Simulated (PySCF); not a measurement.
PySCF input (BP86/def2-SVP):

```python
from pyscf import gto, dft

mol = gto.M(
    atom='''
    B    -0.00000000   -0.00000000   -0.73975084
    O     0.00000000    0.00000000    0.46234428
    ''',
    basis='def2-svp',
    charge=0,
    spin=1,
    symmetry='C2v',
    verbose=4,
)

mf = dft.UKS(mol, xc='bp86')
mf.grids.level = 3
mf.conv_tol = 1e-9
mf.max_cycle = 100
mf.max_memory = 1500
mf.kernel()
if not mf.converged:
    mf = mf.newton()
    mf.kernel(mf.make_rdm1())
mf.dip_moment()
```

**Question.** Predict the final energy.

**Answer.** -99.94631 Eh.
